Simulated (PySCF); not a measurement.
A calculated (BP86, PySCF 2.14, x2c-SVPall, the spin-free X2C one-electron Hamiltonian (Gaussian nucleus)) atom or ion has these occupied shells.

| shell | electrons | orbital energy (eV) | rms radius, mean of both spins (bohr) |
| --- | --- | --- | --- |
| 1s | 2 | -30280.5 | 0.0326 |
| 2s | 2 | -4632.9 | 0.133 |
| 2p | 6 | -4166.7 | 0.118 |
| 3s | 2 | -932.41 | 0.353 |
| 3p | 6 | -779.88 | 0.354 |
| 3d | 10 | -545.28 | 0.332 |
| 4s | 2 | -178.50 | 0.839 |
| 4p | 6 | -131.66 | 0.908 |
| 4d | 10 | -63.111 | 1.11 |
| 5s | 2 | -39.239 | 2.17 |

Name the element and its charge.

Sb³⁺ (antimony, charge +3), in [Kr] 4d10 5s2, closed-shell 1S.
